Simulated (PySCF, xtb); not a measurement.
AlFClBr, SMILES [Cl][Al]([Br])[F].

Harmonic wavenumbers (cm⁻¹) from GFN2-xTB (xtb 6.7.1) at its own minimum, in rising order: 101, 150, 222, 369, 627, 799.

Problem. What does PySCF with PBE0-D3(BJ)/def2-SVP give at its own minimum? (The exact figures need the calculation; the answer reports its results.)

Solution. 129, 191, 223, 369, 609, 906. Paired by order, the mean absolute difference is 32 cm⁻¹ and the zero-point energies are 3.2 and 3.5 kcal/mol.
